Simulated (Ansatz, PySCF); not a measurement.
CBClF₄, SMILES ClB(F)C(F)(F)F. Atoms are numbered in the order given.

```xyz
7

B      0.0984     0.0392     0.7352
C      0.2344    -0.3681    -0.8238
F     -0.6352     0.2609    -1.6202
F      0.0432    -1.6919    -0.9705
F      1.4747    -0.0816    -1.2616
Cl    -1.0578     1.2109     1.2741
F      0.9045    -0.5511     1.5864
```

Coordinates come from a ωB97X-D3(BJ)/def2-SVP optimisation. The structure was generated by enumeration, and PubChem lists no compound with its InChIKey, so it may never have been made.

Vertical ionisation energy (IE) and electron affinity (EA) in eV. Rows of orbital energies are one-electron estimates. Where ΔSCF, EOM or ADC give a negative EA the extra electron is unbound and the value depends on the basis.

```csv
level,IE,EA
"−ε(HOMO), −ε(LUMO), ωB97X/def2-TZVP (PySCF)",?,?
"−ε(HOMO), −ε(LUMO), PBE/def2-TZVP (PySCF)",8.39,2.85
"ΔSCF, CAM-B3LYP/def2-SVPD (Ansatz), final states of multiplicity 2 and 2",12.80,-0.02
"ΔSCF, PBE/def2-SVPD (Ansatz), final states of multiplicity 2 and 2",11.86,-0.07
```

Task: Some entries are withheld; supply them. (The exact figures need the calculation; the answer reports its results.)

Result: 
- −ε(HOMO), −ε(LUMO), ωB97X/def2-TZVP (PySCF), IE: 12.47
- −ε(HOMO), −ε(LUMO), ωB97X/def2-TZVP (PySCF), EA: -0.48

Task: What vertical singlet–triplet gap does ΔSCF give with CAM-B3LYP/def2-SVPD (Ansatz, a first-principles code) and with PBE/def2-SVPD (Ansatz)? (Estimate from the structure and the level; the computed values follow.)

Result: 6.23 and 5.43 eV (triplet above singlet where positive).
